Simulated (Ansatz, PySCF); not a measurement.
Species: CNSi, charge 0, multiplicity 2. It need not be the lowest isomer of its formula. 
Structure (B3LYP-D3(BJ)/def2-TZVP (Ansatz, an electronic-structure program) minimum search):
SMILES: N#C[Si]
```xyz
3

Si     0.0000     0.0000    -1.1899
C      0.0000     0.0000     0.6549
N      0.0000     0.0000     1.8185
```
Charge 0, spin multiplicity 2.

Total electronic energies in hartree. Correlated levels leave the core frozen unless marked. Open shells are spin-unrestricted. No spin-orbit coupling. Non-relativistic unless marked X2C. Basis-set limits of correlation are two-point, X^-3; Hartree-Fock from the larger set. The bracket is a focal-point correction in the basis named.

The UHF reference is spin-contaminated (<S^2> 0.15 over the pure value in the largest basis). 

| level | program | energy (Eh) |
|---|---|---|
| HF/aug-cc-pV(D+d)Z | Ansatz | -381.19831 |
| HF-D4/def2-TZVPD | PySCF + dftd4 | -381.23110 |
| RI-HF/cc-pV(Q+d)Z | Ansatz | -381.23329 |
| revPBE-D3(BJ)/def2-TZVPD | Ansatz + dftd3 | -382.22234 |
| BP86-D4/def2-TZVPD | PySCF + dftd4 | -382.32569 |
| B3LYP/def2-TZVPD | Ansatz | -382.31736 |
| PW6B95-D4/def2-TZVPD | PySCF + dftd4 | -382.67162 |
| MN15-D3(BJ)/def2-TZVPD | PySCF + dftd3 | -382.07190 |
| MP2/cc-pV(D+d)Z | Ansatz | -381.51274 |
| SCS-MP2/STO-3G | Ansatz | -376.80242 |
| SCS-MP2/cc-pV(D+d)Z | Ansatz | -381.50515 |
| CCSD(T)/aug-cc-pV(D+d)Z | Ansatz | -381.57987 |
| X2C-CCSD(T)/cc-pVTZ-DK | Ansatz | -382.31089 |
| RI-MP2/CBS(aug-cc-pV(T+d)Z,aug-cc-pV(Q+d)Z)+[CCSD(T)-MP2]/aug-cc-pV(T+d)Z | Ansatz | -381.7211 |
| CCSD(T)/CBS(cc-pV(T+d)Z,cc-pV(Q+d)Z) | Ansatz | -381.7153 |

Totals of different functionals don't rank their quality; only differences between species are comparable.
